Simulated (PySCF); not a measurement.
A structure optimised at PBE0-D3(BJ)/def2-SVP, used in a PySCF frequency run:

```xyz
5

F      1.0983    -1.0983     1.0983
Sn     0.0000     0.0000     0.0000
F     -1.0983    -1.0983    -1.0983
F     -1.0983     1.0983     1.0983
F      1.0983     1.0983    -1.0983
```
Charge 0, spin multiplicity 1.

Task: Write its SMILES, formula and point group.

Result: [F][Sn]([F])([F])[F], F4Sn, Td

Task: What are its rotational constants (standard atomic weights)?

Result: 2.7565, 2.7565, 2.7565 GHz
